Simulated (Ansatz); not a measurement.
Basis-set extrapolation for CH7AlBN, SMILES `CN[BH][AlH2]` (PBE0-D4/def2-TZVP geometry, frozen core, Ansatz 0.2.0). Multiplicity 1, RHF reference.

```
                      def2-TZVPP   def2-QZVPP
                 HF  -363.045436  -363.058449
    MP2 correlation    -0.572364    -0.610428
CCSD(T) correlation    -0.644118      not run
```

Energies in hartree. Use E(X) = E(∞) + A·exp(−7.88·√X) for Hartree–Fock and E(X) = E(∞) + B·X^(−2.97) for correlation, with X = 3 and 4, and add CCSD(T) minus MP2 of the smaller set to the MP2 limit.

**Question.** What is the CCSD(T) energy at the basis-set limit?

**Answer.** HF limit: -363.058449 + (-0.013013) × 0.13774 = -363.06024. MP2 limit: -0.610428 + (-0.038064) × 0.74074 = -0.63862. Higher-order term: -0.644118 − (-0.572364) = -0.07175. Total: -363.77061 hartree, 50.9 kcal/mol below CCSD(T)/def2-TZVPP.
